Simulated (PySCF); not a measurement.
**ErP at UHF**

Computed with UHF; Er x2c-SVPall, P x2c-SVPall; spin-free X2C with a Gaussian nucleus (PySCF 2.14).

```
state                                           : quartet, about 11.0 electrons in the 4f shell (Mulliken), real f orbitals that mix terms
bond length                                     : 4.415 bohr
harmonic wavenumber                             : 432 cm⁻¹
force constant                                  : 2.87 mdyn/Å
rotational constant Be                          : 0.1183 cm⁻¹
anharmonicity ωexe                              : 1.58 cm⁻¹
vibration–rotation constant αe                  : 0.000441 cm⁻¹
bond order (Mayer)                              : 2.98
dipole moment (positive dipole means Er(−)P(+)) : -7.96 D
```

These are scalar-relativistic numbers at best; spin–orbit coupling would shift them, the dissociation energy most. Hartree–Fock leaves out correlation, which carries a large part of most bond energies and some tenths to 1 eV of ionisation energies. The state is the lowest single determinant that the PBE0 search found; with open d or f shells the true ground state can be another one.
